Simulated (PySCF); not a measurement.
Isomers of C6H13NO. Method: PBE0-D3(BJ)/def2-SVP geometry optimisation, gas phase in PySCF. One conformer each; no zero-point energy, no entropy. No frequencies were run at this level. Point groups hold within 0.08 Å.

Problem. Order them by energy at this level, lowest first, and give relative energies in kcal/mol.
A. `[CH3:1][CH2:2][CH2:3][C:4](=[O:5])[N:6]([CH3:7])[CH3:8]` with C1–C2–C3–C4 180°, C2–C3–C4–O5 1°
B. `[CH3:1][N:2]1[CH2:3][CH2:4][CH:5]([OH:6])[CH2:7][CH2:8]1` with C4–C5–O6–H -62°, C1–N2–C3–C4 -173°, N2–C3–C4–C5 -56°, C3–C4–C5–O6 179°, C4–C5–C7–C8 -53° (N-methyl-4-piperidinol)
C. `[CH3:1][N:2]([CH:3]=[O:4])[C:5]([CH3:6])([CH3:7])[CH3:8]` with C1–N2–C3–O4 0°

Solution. A (0.0), C (3.8), B (11.7).

As drawn, the lowest has a C=O bond and a C(=O)–N unit, which the highest lacks; the highest has an O–H bond, which the lowest lacks.

```
         SMILES      E (Eh)  E rel (kcal/mol)  dipole (D)  point group      A, B, C (MHz)
  CCCC(=O)N(C)C  -365.77717               0.0        3.48            –  4210, 1068, 875.4
CN(C=O)C(C)(C)C  -365.77111               3.8        4.14           Cs   2985, 1526, 1312
   CN1CCC(O)CC1  -365.75852              11.7        1.50           Cs   4443, 1382, 1129
```

Problem. As an exercise, what shares would exp(−E/RT) give at 1000 K from these electronic energies alone (no entropy, no degeneracies)?

Solution. RT = 1.987 kcal/mol: CCCC(=O)N(C)C 86.9 %, CN(C=O)C(C)(C)C 12.8 %, CN1CCC(O)CC1 0.2 %.
